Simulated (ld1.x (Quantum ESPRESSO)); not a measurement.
**gold: one change to a PAW potential, before and after**

- Element: Au (Z = 79)
- Generator: ld1.x (Quantum ESPRESSO) 7.5
- Type: PAW
- Functional: PBE
- Relativity: scalar-relativistic
- Frozen core: [Kr] 4d10 4f14 5s2
- Valence charge: 17
- Reference configuration: 5p6 5d10 6s0.5 6p0 (charge +0.5)
- Partial waves: 6s (bound): rcut 1.75, rcutus 2.40 bohr; 6s channel at -0.35 Ry: rcut 1.75, rcutus 2.40 bohr; 5p (bound): rcut 1.75, rcutus 2.15 bohr; 6p (bound, empty): rcut 1.75, rcutus 2.15 bohr; 5d (bound): rcut 1.15, rcutus 1.45 bohr; 5d channel at 0.5 Ry: rcut 1.15, rcutus 1.45 bohr
- Local potential: all-electron potential smoothed inside 1.35 bohr (lloc = -1)
- Core correction: a·sin(br)/r model core, default radius (ld1.x builds one for every PAW set, though the input has nlcc=.false.)
- Augmentation charge: BESSEL, radius 0.85 bohr

All-electron outer shells of the reference configuration (PBE, scalar-relativistic, ld1.x):

```
shell  level (eV)  outermost node (bohr)  outermost maximum (bohr)
   5s     -112.47                   0.48                      0.84
   4f      -85.19                      –                      0.37
   5p      -63.91                   0.52                      0.96
   5d      -10.96                   0.56                      1.21
   6s       -9.38                   1.11                      2.27
   6p       -3.57                   1.32                      3.26
```

Change: all radii but the core radius scaled by about 1.41 (s 3.38, p 3.02, d 2.04 bohr, rcut 2.46/2.46/1.62); local potential all-electron potential smoothed inside 1.90 bohr (lloc = -1); augmentation BESSEL, radius 1.20 bohr.

Cutoffs: the cutoffs (Ry, on a coarse ladder) from which the occupation-weighted sum of valence levels, in a spherical-Bessel basis at the reference potential, stays within 10 and 1 mRy of its value at 400 Ry; they do not see the model core or the augmentation charge, which bear on the density cutoff. Errors are all-electron minus pseudo energies relative to the spin-unpolarised reference configuration.

Problem. How do hardness, ghosts and transferability respond?

Solution. The potential gets softer (50 Ry and 90 Ry → 30 Ry and 45 Ry); both files keep a bound ghost (s); the number of tests that count goes from 7 to 2 (the test run of the changed file stopped, so its transferability is not established). A larger radius leaves more room for a smooth pseudo-wave, so fewer plane waves are needed.

| quantity | base | changed |
| --- | --- | --- |
| cutoff, loose | 50 Ry | 30 Ry |
| cutoff, tight | 90 Ry | 45 Ry |
| loose cutoff by channel (10 mRy a level) | s 6 Ry, p 15 Ry, d 40 Ry | s 6 Ry, p 8 Ry, d 21 Ry |
| bound ghosts | s | s |
| tests counted (converged, no solver errors) | 7 of 7 | 2 of 7 (the test run stopped) |
| error for 5p6 5d10 6s1 6p0, meV [ΔE -3.77 eV] | +2.4 | +2.9 |
| error for 5p6 5d10 6s0 6p0, meV [ΔE 5.64 eV] | -2.2 | +9.4 |
| lowest overlap eigenvalue by channel | s 0.14, p 0.70, d 0.90 | s 0.12, p 0.69, d 0.64 |

Changed file: Tests not counted: 5p6 5d9 6s0 6p0 (solver errors, printed error -2440 eV). A true bound ghost makes a file unfit for plane-wave use even where its test errors are small: the radial tests pick states by their node count and pass the ghost by. Where a test does run into it, the solver fails or the error is huge.
